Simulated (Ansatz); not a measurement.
Total energies of the cluster As₄P from Ansatz at PBE-D4/def2-TZVP, gas phase (1 Eh = 27.2114 eV = 2625.5 kJ/mol). The reference geometry is relaxed at B3LYP-D4/def2-SVP.

```xyz
5

P     1.488   -0.124    0.707
As    0.013    1.668    0.478
As   -1.319   -1.226   -1.005
As   -0.793   -0.557    1.317
As    0.611    0.239   -1.498
```

```csv
state,geometry,energy (Eh)
charge 0 doublet,reference,-9283.49710
charge 1 singlet,reference,-9283.23293
charge 0 quartet,relaxed at B3LYP-D4/def2-SVP,-9283.43981
free P atom (quartet),–,-341.10299
free As atom (quartet),–,-2235.47024
```

**Question.** Work out the vertical ionisation energy to the singlet.

**Answer.** E(charge 1 singlet) − E(charge 0 doublet) = -9283.23293 − (-9283.49710) = 0.26417 Eh = 7.19 eV. For comparison, −ε of the highest occupied level of the spin that leaves is 4.71 eV at this level, 2.48 eV less.

**Question.** Which of the charge 0 states is lowest, and how far above it are the others?

**Answer.** The doublet. quartet: -9283.43981 − (-9283.49710) = 0.05729 Eh = 150.4 kJ/mol. The quartet differs in its bonds from the reference.

**Question.** What is the binding energy per atom against free atoms?

**Answer.** Atoms: 1 × (-341.10299) + 4 × (-2235.47024) = -9282.98395 Eh. Binding: -9282.98395 − (-9283.49710) = 0.51315 Eh = 13.96 eV, or 2.79 eV for each of 5 atoms (no zero-point energy, no counterpoise term).

The structure comes from a short search, and lower isomers may exist.
